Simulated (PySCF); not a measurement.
CaTe and its ions

PBE0; Ca def2-SVP, Te def2-SVP with ECP28; scalar-relativistic core potentials (PySCF 2.14). Neutral (UKS): singlet (closed shell), Re = 2.649 Å, ωe = 310 cm⁻¹, De = 2.68 eV, HOMO -4.64 eV, LUMO -2.49 eV.

CaTe⁺ (UKS): doublet (π ↑), Re = 2.801 Å, ωe = 262 cm⁻¹, De = 2.34 eV to Ca⁺ + Te. The energies at the minima are -945.37477 hartree for CaTe and -945.13951 for CaTe⁺.

(1) Work out the adiabatic ionisation energy, without and with harmonic zero-point energies (1 hartree = 27.2114 eV, 1 eV = 8065.5 cm⁻¹), and the change of the bond length.

Spin–orbit coupling is left out, which matters for elements this heavy, above all for dissociation energies. For an ion De counts to the pair picked by the measured ionisation energies or electron affinities, which need not be the lowest pair at this level. States were picked by a PBE0 search and need not be the measured ground states.

Answers

(1) At PBE0: 0.23526 hartree = 6.402 eV between the minima; the zero-point term (262.0 − 310.0)/2 cm⁻¹ = -0.003 eV makes it 6.399 eV. Re changes by +15.2 pm against the neutral. Minus the HOMO energy is 4.64 eV, -1.76 eV from the value between the minima; self-interaction puts the Kohn–Sham level too high, less so with exact exchange. The electron leaves a π orbital; in so polar a molecule the change of length follows mostly from the change of the ionic charges.
